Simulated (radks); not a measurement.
Effect of the nuclear size on the strontium ion Sr17+, [Ar] 3d3. Method: Dirac Kohn-Sham, PBE, spin-unpolarised, spherical densities, finite nucleus; open shells fill j = l - 1/2 first; Fermi nuclear charge, rms radius 4.224 fm; computed with a radial shooting solver on a logarithmic mesh with Libxc functionals. The rms radius is varied about that value; shifts are against it.

rms radius (fm)  total energy shift (eV)  density at nucleus (e/bohr^3)  1s1/2 shift (meV)  2s1/2 shift (meV)  3s1/2 shift (meV)  3p1/2 shift (meV)  3d3/2 shift (meV)  4s1/2 (empty) shift (meV)
3.5482                            -0.245                      6.203e+04               -104              -10.8              -2.16              0.161              0.154                     -0.662
4.0044                           -0.0840                      6.137e+04              -35.5              -3.69             -0.739              0.055              0.053                     -0.227
4.224                                  0                      6.108e+04              0.000              0.000              0.000              0.000              0.000                      0.000
4.6295                             0.166                      6.058e+04               70.1               7.29               1.46             -0.109             -0.104                      0.447
4.8956                             0.282                      6.028e+04                119               12.4               2.48             -0.185             -0.177                      0.761

Slopes of the eigenvalues against <r^2> in GHz/fm^2, as finite differences over the two radii next to the reference (eigenvalue slopes, not the field-shift constants of lines): 1s1/2 4730, 2s1/2 492, 3s1/2 98.5, 3p1/2 -7.35, 3d3/2 -7.00, 4s1/2 (empty) 30.2.
